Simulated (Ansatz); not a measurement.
`CNBO`, relaxed with RKS PBE-D4/def2-SVP in Ansatz 0.2.0 from a rough embedded geometry. The force threshold is 0.03 eV/Å; the program also tests the step.

Charge 0, multiplicity 1.

Start:

```xyz
10

C    -0.205   -0.210    1.255
N    -0.356    0.763    0.259
B    -0.353    0.091   -1.080
O     0.867   -0.687   -1.624
H    -0.216    0.279    2.305
H    -1.058   -0.975    1.294
H     0.762   -0.797    1.201
H     0.506    1.370    0.270
H    -1.316    0.163   -1.844
H     1.370    0.001   -2.037
```

| step | energy (eV) | largest force (eV/Å) | largest move (Å) |
| --- | --- | --- | --- |
| 1 | -5337.6142 | 3.774 | 0.000 |
| 2 | -5338.0569 | 1.737 | 0.119 |
| 3 | -5338.2950 | 1.336 | 0.195 |
| 4 | -5338.5088 | 1.555 | 0.198 |
| 5 | -5338.7576 | 1.432 | 0.194 |
| 6 | -5339.0083 | 1.127 | 0.195 |
| 7 | -5339.2918 | 0.983 | 0.200 |
| 8 | -5339.5582 | 1.211 | 0.200 |
| 9 | -5339.7774 | 0.583 | 0.200 |
| 10 (rejected) | -5339.6683 | 2.698 | 0.195 |
| 11 | -5339.8363 | 0.289 | 0.098 |
| 12 | -5339.8613 | 0.107 | 0.100 |
| 13 | -5339.8629 | 0.068 | 0.039 |
| 14 | -5339.8633 | 0.012 | 0.013 |

End:

```xyz
10

C    -0.386   -0.208    1.426
N     0.388    0.204    0.278
B     0.050    0.031   -1.080
O     0.926    0.492   -2.043
H    -0.668    0.648    2.081
H    -1.325   -0.686    1.084
H     0.151   -0.948    2.062
H     1.275    0.667    0.495
H    -1.004   -0.520   -1.366
H     0.592    0.319   -2.937
```

Run time 9 s (2 threads of an AMD EPYC 9B45 on a shared host); peak host memory 0.15 GiB.
